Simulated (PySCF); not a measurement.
# Cl²⁺: excitation energy

Cl²⁺ [Ne] 3s2 3p3 (4S) → Cl²⁺ [Ne] 3s1 3p4, s spin flipped, as a difference of total energies. Computed with PySCF 2.14 in def2-QZVPPD, with no relativity, point nucleus. Correlated levels: valence and next inner shell: 1s2 frozen. The calculations carry no spin-orbit coupling.

```tsv
method	excitation energy (eV)
UHF	20.038
MP2 (valence and next inner shell)	17.630
SCS-MP2 (valence and next inner shell)	17.229
```

Question: How much does correlation contribute at MP2 (valence and next inner shell)?

Answer: 17.630 − (20.038) = -2.408 eV, measured against UHF.

The upper determinant mixes two multiplicities, so it lies between the two terms.

The coupled-cluster amplitudes are large for the upper state (T1 above 0.03 or a double amplitude above 0.15), so a single reference is strained.
